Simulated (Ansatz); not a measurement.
Consider the formal exchange of groups at a B–C bond: `FCBCF` + `FCC(F)F` → `FBCF` + `FCC(F)CF`.

Calculated with Ansatz (gas phase, PBE0-D4/def2-TZVP geometries, no zero-point term in ΔE). CCSD(T)/CBS adds triple-zeta CCSD(T) − MP2 to the extrapolated MP2 energy (def2 sets, frozen cores). Functionals use def2-TZVPP. One conformer a species, not always the lowest.

(1) Is it downhill or uphill in electronic energy at CCSD(T)/CBS, and by how much? (Best estimate.)

(2) What do these levels give: PBE-D4, CAM-B3LYP-D4, ωB97X-V, LC-ωPBE, HF/def2-TZVPP, MP2/CBS(def2)? (Estimate.)

Largest T1 diagnostic among the species: 0.012.

Results:

(1) Ansatz gave: Downhill: ΔE = -1.71 eV.

(2) Ansatz gave: PBE-D4 -1.56, CAM-B3LYP-D4 -1.64, ωB97X-V -1.62, LC-ωPBE -1.62, HF/def2-TZVPP -1.66, MP2/CBS(def2) -1.77 eV.

From BLYP to BHLYP (50 % exact exchange), in def2-TZVPP and without D4, ΔE moves by −0.08 eV. Leaving LDA and LC-ωPBE aside and taking each functional with its dispersion term where it has one, the values, not all of them listed here, spread over 0.12 eV, from PBE-QIDH to PBE-D4.
